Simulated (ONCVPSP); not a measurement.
**Transferability test, ONCV potential for gold (Au)**

gold (Au), optimised norm-conserving Vanderbilt (ONCV), made with ONCVPSP 4.0.1 (PBEsol, scalar-relativistic). Core [Kr] 4d10 4f14, reference 5s2 5p6 5d10 6s1. Waves: 5s+6s: rc 1.40 bohr, ncon 4, nbas 7, qcut 8.9 1/bohr, 2 projectors; 5p: rc 1.45 bohr, ncon 4, nbas 8, qcut 8.9 1/bohr, 1 projector; 5d: rc 2.05 bohr, ncon 4, nbas 9, qcut 8.5 1/bohr, 2 projectors, debl 1.4 Ha. Local part: polynomial inside 1.35 bohr (lpopt 4, dvloc0 0 Ha). Core correction: Teter function, fcfact 4.25, rcfact 1.8.

Energies are relative to the spin-unpolarised reference configuration 5s2 5p6 5d10 6s1; without spin polarisation the order of configurations can differ from experiment.

Q: Give the all-electron excitation energy and the error of the potential for: 5s2 5p6 5d10 6s0; 5s2 5p6 5d9 6s0; 5s2 5p6 5d8 6s0; 5s2 5p6 5d9 6s1 6p1.

A:

| valence configuration | charge | ΔE all-electron (eV) | error AE − PS (meV) |
| --- | --- | --- | --- |
| 5s2 5p6 5d10 6s0 | +1 | 9.440 | -6.5 |
| 5s2 5p6 5d9 6s0 | +2 | 30.678 | -11 |
| 5s2 5p6 5d8 6s0 | +3 | 64.585 | -42 |
| 5s2 5p6 5d9 6s1 6p1 | 0 | 7.559 | -48 |

Levels in the configuration 5s2 5p6 5d9 6s1 6p1:

```csv
level,all-electron (eV),pseudo (eV)
5s,-113.486,-113.526
5p,-64.697,-64.752
5d,-11.003,-11.061
6s,-8.194,-8.222
6p,-2.082,-2.060
```
